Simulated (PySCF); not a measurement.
Working out the ionisation energy of Kr⁺

Kr⁺ [Ar] 3d10 4s2 4p5 (2P) → Kr²⁺ [Ar] 3d10 4s2 4p4 (3P). Computed with PySCF 2.14 in aug-cc-pVDZ-DK, with scalar relativity by spin-free X2C-1e. Frozen: [Ar] 3d10. Energies in hartree (1 hartree = 27.21139 eV):

```tsv
part	Kr⁺ (lower)	Kr²⁺ (upper)
UHF	-2787.570266	-2786.714897
CCSD correlation	-0.112092	-0.090639
(T)	-0.001354	-0.000945
```

Problem. What does Hartree-Fock give?

Solution. (-2786.714897) − (-2787.570266) = 0.855369 hartree = 23.276 eV.

Problem. What do CCSD and CCSD(T) give?

Solution. The CCSD correlation energies differ by 0.021453 hartree = 0.584 eV and the triples by 0.000409 hartree = 0.011 eV, so CCSD gives 23.860 eV and CCSD(T) 23.871 eV.

Reference: 24.360 eV (measured; NIST Atomic Spectra Database, ionization energies), between the lowest levels; spin-orbit coupling is absent from the calculation.

A double-zeta basis recovers only part of the correlation energy.

What remains against the reference includes basis incompleteness, the frozen core and higher excitations.
